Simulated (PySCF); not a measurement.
# AsH₂⁺: breathing scan

These are results of PySCF, PBE0, basis As def2-TZVP, H def2-TZVP (no relativity, density fitting), not measurements.

Rigid scan from the singlet minimum (As–H 1.530 Å (×2); H–As–H 91.0°). Coordinate: all bonds to the central atom scaled together. Energies in kJ/mol from the minimum.

Predict the curve at 0.88, 0.92, 0.96, 1.00, 1.04, 1.08, 1.14, 1.22, 1.35.


```json
{"scale of all bonds to the centre": "0.88", "E (kJ/mol)": "78.2", "dipole size (D, about the centre of mass)": "1.18"}
{"scale of all bonds to the centre": "0.92", "E (kJ/mol)": "31.5", "dipole size (D, about the centre of mass)": "1.15"}
{"scale of all bonds to the centre": "0.96", "E (kJ/mol)": "7.1", "dipole size (D, about the centre of mass)": "1.12"}
{"scale of all bonds to the centre": "1.00", "E (kJ/mol)": "0.0", "dipole size (D, about the centre of mass)": "1.10"}
{"scale of all bonds to the centre": "1.04", "E (kJ/mol)": "5.9", "dipole size (D, about the centre of mass)": "1.09"}
{"scale of all bonds to the centre": "1.08", "E (kJ/mol)": "21.8", "dipole size (D, about the centre of mass)": "1.08"}
{"scale of all bonds to the centre": "1.14", "E (kJ/mol)": "58.8", "dipole size (D, about the centre of mass)": "1.09"}
{"scale of all bonds to the centre": "1.22", "E (kJ/mol)": "123.8", "dipole size (D, about the centre of mass)": "1.13"}
{"scale of all bonds to the centre": "1.35", "E (kJ/mol)": "246.1", "dipole size (D, about the centre of mass)": "1.27"}
```

At long bonds a restricted determinant can lie too high, and another spin state can fall below this curve.
